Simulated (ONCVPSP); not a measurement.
## Varying the ONCV potential for terbium

Base potential:

```
Element                 : Tb (Z = 65)
Generator               : ONCVPSP 4.0.1
Type                    : optimised norm-conserving Vanderbilt (ONCV)
Functional              : revPBE
Relativity              : scalar-relativistic
Frozen core             : [Kr] 4d10 4f8
Valence charge          : 11
Reference configuration : 5s2 5p6 5d2 6s1
Partial waves           : 5s+6s: rc 1.95 bohr, ncon 3, nbas 7, qcut 5.1 1/bohr, 2 projectors; 5p: rc 1.65 bohr, ncon 3, nbas 6, qcut 5.9 1/bohr, 2 projectors, debl 3.4 Ha; 5d: rc 3.25 bohr, ncon 3, nbas 8, qcut 5.8 1/bohr, 2 projectors, debl 1.5 Ha; f scattering state at 0.04 Ha: rc 2.90 bohr, ncon 4, nbas 9, qcut 3.8 1/bohr, 3 projectors, debl 2.2 Ha
Local potential         : polynomial inside 1.65 bohr (lpopt 5, dvloc0 6 Ha)
Core correction         : Teter function, fcfact 6, rcfact 1.6
```

Cutoffs, loose and tight: the cutoffs (Ha) at which the residual kinetic energy of the hardest occupied pseudo-wave falls to 1 and 0.1 mHa per electron. They do not see the model core or the augmentation charge, which bear on the density cutoff. Test errors are all-electron minus pseudo excitation energies from the reference, over the configurations 5s2 5p6 5d1 6s2; 5s2 5p6 5d1 6s1; 5s2 5p6 5d1 6s0; 5s2 5p6 5d0 6s2. A dash means not determined; rows that change the core or the reference have their own tests. The largest error is taken over the tests solved by every variant that gives reliable tests at all: 5s2 5p6 5d1 6s0; 5s2 5p6 5d1 6s1; 5s2 5p6 5d1 6s2.

For the base: The cutoffs count occupied waves only; projector 3 of the f channel, the hardest unoccupied one, needs 65 Ha at the loose tolerance.

A true bound ghost makes a file unfit for plane-wave use even where its test errors are small: the radial tests pick states by their node count and pass the ghost by.

| change | outcome | cutoff, loose | cutoff, tight | bound ghosts | GHOST(+) flags above zero | largest test error (meV) |
| --- | --- | --- | --- | --- | --- | --- |
| base | generated | 15 Ha | 33 Ha | f | f | -34 |
| p: qcut 3.5 | generated | 27 Ha | 55 Ha | f | f | -35 |
| p: qcut 4.4 | generated | 29 Ha | 56 Ha | f | f | -35 |
| p: qcut 5.1 | generated | 14 Ha | 43 Ha | f | f | -35 |
| p: qcut 5.8 | generated | 15 Ha | 36 Ha | f | f | -34 |
| p: qcut 6.4 | generated | 16 Ha | 20 Ha | f | f | -34 |
| p: qcut 7.2 | generated | 19 Ha | 22 Ha | f | f | -34 |
| p: qcut 8.2 | generated | 22 Ha | 26 Ha | f | p, f | -33 |
| p: qcut 8.9 | generated | 25 Ha | 30 Ha | f | p, f | -33 |

Reading the sweep of the qcut of the p channel (base included, trends over the rows without a ghost): Bound ghosts are found at 3.5, 4.4, 5.1, 5.8, 5.9, 6.4, 7.2, 8.2, 8.9 1/bohr. Every judged row has one, so this setting neither creates nor removes them.
